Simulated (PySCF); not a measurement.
Coordinates in bohr (charge 0 multiplicity 3):
```
Pt    0.0000    0.0000    0.0000
I     0.0000    0.0000    4.7603
I     0.0000    0.0000   -4.7603
```

These are results of UB3LYP in PySCF with Pt def2-SVP with ECP60, I def2-SVP with ECP28; scalar-relativistic core potentials, no spin–orbit coupling; density-fitted integrals, not measurements.

This geometry of PtI₂ is a stationary point at this level.

**Question.** What is the point group?

**Answer.** D∞h.

**Question.** Is it a minimum?

**Answer.** Yes: all harmonic wavenumbers are real, though the softest, 38 cm⁻¹, leaves little margin.

**Question.** What are the dipole moment and the gap between the highest occupied and lowest empty levels of either spin?

**Answer.** 0.00 D and 2.22 eV.

**Question.** Give the atomic charges and bond orders.

**Answer.** 
```csv
atom,Mulliken,Löwdin,polar tensor,spin (Mulliken),Mayer order to Pt1
Pt1,0.00,-0.60,0.55,0.98,–
"I2,3",0.00,0.30,-0.27,0.51,1.27
```
Other Mayer orders above 0.3: I–I 0.33.

Other isomers or separated fragments may lie lower. Open d and f shells are described by one determinant, and the ground state may have another occupation or spin. Spin–orbit coupling, left out here, can matter for elements this heavy.
